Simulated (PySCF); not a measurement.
## SI: from constants to spectrum

UHF-CCSD(T) constants of SI, ²Π (doublet), unpaired electrons π ↑ (basis S x2c-TZVPPall, I x2c-TZVPPall; spin-free X2C with a Gaussian nucleus; PySCF 2.14; masses 31.9721 and 126.9045 u):

| Item | Value |
| --- | --- |
| ωe | 395.1 cm⁻¹ |
| ωexe | 1.23 cm⁻¹ |
| Be | 0.12196 cm⁻¹ |
| αe | 0.000567 cm⁻¹ |
| D (centrifugal) | 4.65e-08 cm⁻¹ |
| De to S + I | 2.13 eV |

Task: Give the vibrational terms G(v) and spacings up to v = 3.

Result: G(v) = ωe(v+½) − ωexe(v+½)².

| v | G(v) (cm⁻¹) | G(v) − G(v−1) | Bv (cm⁻¹) |
| --- | --- | --- | --- |
| 0 | 197 |  | 0.1217 |
| 1 | 590 | 393 | 0.1211 |
| 2 | 980 | 390 | 0.1205 |
| 3 | 1368 | 388 | 0.1200 |

Task: How well does the Morse estimate ωe²/(4ωexe) reproduce De, and what is D0?

Result: It gives 3.93 eV, 185 % of the computed De. D0 = De − G(0) = 2.13 − 0.02 = 2.11 eV.

Correlated steps freeze 23 core orbitals. These are scalar-relativistic numbers at best; spin–orbit coupling would shift them, the dissociation energy most. The state is the lowest determinant that a PBE0 search found; another state may lie lower at other levels.
